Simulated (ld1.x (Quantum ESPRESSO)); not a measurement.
**Configuration tests for Mn (PAW)**

* Element: Mn
* Generator: ld1.x (Quantum ESPRESSO) 7.5
* Type: PAW
* Functional: PW91
* Relativity: scalar-relativistic
* Frozen core: [Ne] 3s2
* Valence charge: 13
* Reference configuration: 3p6 3d5 4s2 4p0
* Partial waves: 4s (bound): rcut 2.45, rcutus 3.10 bohr; 4s channel at 1.3 Ry: rcut 2.45, rcutus 3.10 bohr; 3p (bound): rcut 1.35, rcutus 1.60 bohr; 4p (bound, empty): rcut 1.35, rcutus 1.60 bohr; 3d (bound): rcut 0.95, rcutus 1.25 bohr; 3d channel at 4 Ry: rcut 0.95, rcutus 1.25 bohr
* Local potential: all-electron potential smoothed inside 1.65 bohr (lloc = -1)
* Core correction: Bessel-smoothed model core, default radius (core density twice the valence density)
* Augmentation charge: PSQ, inside the norm-conserving radii

Energies are relative to the spin-unpolarised reference configuration 3p6 3d5 4s2 4p0; without spin polarisation the order of configurations can differ from experiment. Not all tests gave a result: test run stopped at test 6 of 7 (negative rho).

```tsv
valence configuration	charge	ΔE all-electron (eV)	error AE − PS (meV)
3p6 3d5 4s1 4p0	+1	8.475	+9.3
3p6 3d5 4s0 4p0	+2	24.116	-2.3
3p6 3d4 4s0 4p0	+3	56.736	-41
3p6 3d5 4s0 4p1	+1	13.234	-1.1
3p6 3d6 4s1 4p0	0	-0.376	+2.1
```

These tests converged, but a pseudo level misses the all-electron one widely, so the file describes the atom poorly there or has found another state: 3p6 3d4 4s0 4p0: empty 4s by 4.4 eV (a node warning on the way).
